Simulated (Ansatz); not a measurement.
Species: sum formula CoHSF, charge 0, multiplicity 4. The spin state was set by rule; other spins were not relaxed. 
Geometry from a B3LYP-D3(BJ)/def2-TZVP (Ansatz, an electronic-structure program) optimisation:
```
Co
F 1 1.7694
S 1 2.1675 2 170.12
H 3 1.3482 1 96.00 2 -96.31
```
Charge 0, spin multiplicity 4.

Parts of the frozen-core correlation energy in def2-SVPD (Ansatz, hartree). Frozen orbitals: 15; correlated occupied orbitals by spin: 13 and 10; virtual: 64 and 67. UHF or UKS for open shells. No spin-orbit coupling. Non-relativistic.

```
term                             value
-------------------------  -----------
reference (HF)             -1878.66690
MP2 opposite-spin             -0.34920
MP2 same-spin               (withheld)
CCSD correlation            (withheld)
(T)                         (withheld)
T1 diagnostic                    0.028
largest doubles amplitude        0.026
<S^2> of the reference           3.763
```

Complete the blanks.


- MP2 same-spin, value: -0.15844
- CCSD correlation, value: -0.53034
- (T), value: -0.01550
